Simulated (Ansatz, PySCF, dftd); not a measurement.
Species: CClF2, charge 0, doublet. CClF2 (SMILES Cl[C](F)F, doublet).
B3LYP-D3(BJ)/def2-TZVP minimum from Ansatz (a program for electronic structure):
```xyz
4

F     -0.6757    -0.8668    -1.0511
C     -0.5315    -0.0647    -0.0088
F     -0.7280    -0.7321     1.1165
Cl     0.9307     0.8693    -0.0315
```
Charge 0, spin multiplicity 2.

Property: enthalpy of formation at 298 K (by atomisation, with rigid-rotor harmonic-oscillator terms from PySCF's Hessian at B3LYP-D3(BJ)/def2-TZVP and the atoms' measured values of the G2/97 table; no spin-orbit terms), in kcal/mol. Open shells are spin-unrestricted; no spin-orbit coupling. Correlated methods leave the cores frozen. Rows without X2C or -DK are non-relativistic. CBS(X,Y): correlation extrapolated as X^-3, Hartree-Fock from the larger set (Q,5: extrapolated as (X+1)exp(-9√X)). A bracket is a step between two methods taken in the basis named. Functionals run without relativity, which enters their misses. Double hybrids freeze cores in their MP2 part. '+ core + X2C': CCSD(T) terms for core correlation (cc-pwCVTZ, 1s frozen past Ne) and scalar relativity (cc-pVTZ-DK).

| level | program | enthalpy of formation at 298 K (kcal/mol) | difference against the last row |
|---|---|---|---|
| PBE/def2-TZVPD | Ansatz | -93.2 | -24.8 |
| B3LYP-D4/def2-TZVPD | Ansatz + dftd4 | -66.2 | 2.2 |
| r2SCANh-D4/def2-TZVPD | Ansatz + dftd4 | -71.4 | -3.0 |
| B2GP-PLYP-D4/def2-TZVPD | Ansatz + dftd4 | -63.3 | 5.1 |
| MP2/cc-pV(D+d)Z | Ansatz | -49.3 | 19.1 |
| MP2/cc-pV(Q+d)Z | Ansatz | -81.5 | -13.1 |
| CCSD/CBS(cc-pV(T+d)Z,cc-pV(Q+d)Z) | Ansatz | -55.2 | 13.2 |
| CCSDT(Q)/cc-pV(D+d)Z | Ansatz | -32.0 | 36.4 |
| CCSD(T)/CBS(cc-pV(Q+d)Z,cc-pV(5+d)Z) + [CCSDT(Q) - CCSD(T)]/cc-pV(D+d)Z + core + X2C | Ansatz | -68.4 | 0.0 |
